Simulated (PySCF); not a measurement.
H3O, SMILES [OH3+], charge +1. Heavy atoms are numbered as in [OH3+:1]. Hydrogens are named by the atom that carries them.

The structure is a stationary point at B3LYP-D3(BJ)/def2-TZVPD.

Calculation: PBE0/def2-TZVPD (PySCF).

Mulliken values depend strongly on the basis, most of all with diffuse functions as here. Atomic charges (e), one atom of each kind:

```csv
atom,meta-Löwdin,Mulliken
O1 (OH3),-0.36,-0.39
H on O1,0.45,0.46
```
